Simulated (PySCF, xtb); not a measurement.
C₅H₉Cl, SMILES CCC/C=C\Cl.

xtb with GFN2-xTB at its own geometry gives an orbital gap of 4.69 eV and a dipole moment of 1.80 D.

Geometry optimised at PBE-D3(BJ)/def2-SVP. Other conformers were not sampled.

What does PBE/def2-TZVP (PySCF) give? (Estimate from the structure and the level; the computed values follow.)

gap 4.93 eV (levels -5.97 and -1.04 eV), dipole 1.52 D.
